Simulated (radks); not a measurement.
The numbers below are computed, except where a source is named.
Initial-state core-level shifts of the tin ion Sn+ when its valence configuration changes from [Kr] 4d10 5s2 5p1. Code: a radial shooting solver on a logarithmic mesh with Libxc functionals. Model: non-relativistic Kohn-Sham, LDA (Slater exchange, Perdew-Wang correlation), spin-polarised, spherical densities, point nucleus; open shells are filled with parallel spins first (spin-orbit coupling, left out, can overturn this in heavy ions); relativity is left out, which matters for an element this heavy. Shifts are changes of the shell-averaged eigenvalues in eV (positive: less bound); the change of the density at the nucleus, which sets a Mossbauer isomer shift, is in e/bohr^3, on a base of 8.777e+04.

\begin{tabular}{lrrrrr}
valence & 3s & 3d & 4s & 4p & density at nucleus \\ \hline
4d10 5p3 & -2.377 & -2.369 & -2.383 & -2.371 & -34.613 \\
4d10 5s1.5 5p1.5 & -0.587 & -0.585 & -0.591 & -0.588 & -8.329 \\
4d10 5s1 5p2 & -1.105 & -1.100 & -1.120 & -1.115 & -17.002 \\
4d9 5s1 5p3 & -9.260 & -9.338 & -8.124 & -7.900 & -10.815 \\
4d9 5s2 5p2 & -8.323 & -8.406 & -7.182 & -6.967 & +8.535 \\
4d8 5s2 5p3 & -16.778 & -16.962 & -14.256 & -13.811 & +17.450 \\
4d9.5 5s0.5 5p3 & -5.780 & -5.812 & -5.242 & -5.125 & -23.306 \\
4d8 5p5 & -19.266 & -19.446 & -16.679 & -16.216 & -26.660 \\
4d9.5 5s2 5p1.5 & -4.147 & -4.186 & -3.607 & -3.501 & +4.216 \\
\end{tabular}
